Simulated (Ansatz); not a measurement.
Start from `[F][Hf]([F])([SH])[Cl]` and change one atom or group to get `[F][Hf]([F])([Cl])[I]`.

Ansatz, PBE0-D4/def2-TZVP geometries, multiplicity 1. Each molecule was computed in one conformer, which needn't be the lowest.

Elements past krypton have def2 core potentials.

```tsv
property	`[F][Hf]([F])([SH])[Cl]`
HOMO energy (PBE0/def2-TZVPP) / eV	-8.24
LUMO energy (PBE/def2-TZVPP) / eV	-2.46
ideal-gas entropy at 298 K and 1 bar (rigid rotor, harmonic PBE0-D4/def2-TZVP) / J/(mol·K)	392
LUMO energy (ωB97M-V/def2-TZVPP) / eV	0.51
HOMO–LUMO gap (PBE/def2-TZVPP) / eV	4.55
LUMO energy (PBE0/def2-TZVPP) / eV	-1.59
```

Give the same properties after the change, and the shifts. (Best estimate.)

Ansatz gave: 
| property | `[F][Hf]([F])([Cl])[I]` | shift |
| --- | --- | --- |
| HOMO energy (PBE0/def2-TZVPP) / eV | -8.40 | -0.16 |
| LUMO energy (PBE/def2-TZVPP) / eV | -2.67 | -0.21 |
| ideal-gas entropy at 298 K and 1 bar (rigid rotor, harmonic PBE0-D4/def2-TZVP) / J/(mol·K) | 392 | 0 |
| LUMO energy (ωB97M-V/def2-TZVPP) / eV | 0.12 | -0.39 |
| HOMO–LUMO gap (PBE/def2-TZVPP) / eV | 4.58 | 0.03 |
| LUMO energy (PBE0/def2-TZVPP) / eV | -1.91 | -0.32 |

With PBE0 the HOMO falls by 0.16 eV and the LUMO falls by 0.32 eV, so the gap narrows by about 0.16 eV. PBE moves the HOMO by -0.24 eV and ωB97M-V by -0.09 eV. The zero-point energy changes by -20.9 kJ/mol with -3 modes.

Spin–orbit coupling is left out; it splits and shifts lone-pair levels of the heavy atoms by tenths of an eV.
